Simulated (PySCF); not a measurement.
**V²⁺ (vanadium, charge +2) across methods**

[Ar] 3d2 4s1, high-spin 4F determinant (an excited configuration). All numbers are calculated (PySCF 2.14, scalar relativity by spin-free X2C-1e, in x2c-TZVPPall).

| method | E (hartree) | mean ε 3p β (eV) | mean ε 3d α (eV) | mean ε 4s α (eV) | Σ⟨r²⟩ (bohr²) | ⟨S²⟩ |
| --- | --- | --- | --- | --- | --- | --- |
| UHF | -947.23251 | -75.599 | -37.127 | -23.042 | 22.34 | 3.752 |
| BLYP | -948.209 | -65.496 | -28.335 | -20.460 | 22.18 | 3.750 |
| PBE | -947.927 | -65.672 | -28.418 | -20.508 | 22.20 | 3.750 |
| PBE0 | -947.968 | -68.523 | -30.766 | -21.242 | 22.18 | 3.751 |
| LDA | -945.926 | -65.776 | -28.383 | -20.780 | 22.19 | 3.750 |
| CAM-B3LYP | -948.217 | -69.919 | -32.248 | -22.495 | 22.16 | 3.751 |
| r2SCAN | -948.130 | -66.594 | -29.083 | -20.695 | 22.20 | 3.751 |
| MN15 | -948.559 | -69.893 | -30.857 | -21.441 | 22.26 | 3.750 |
| TPSSh | -948.187 | -67.058 | -29.608 | -20.671 | 22.20 | 3.751 |
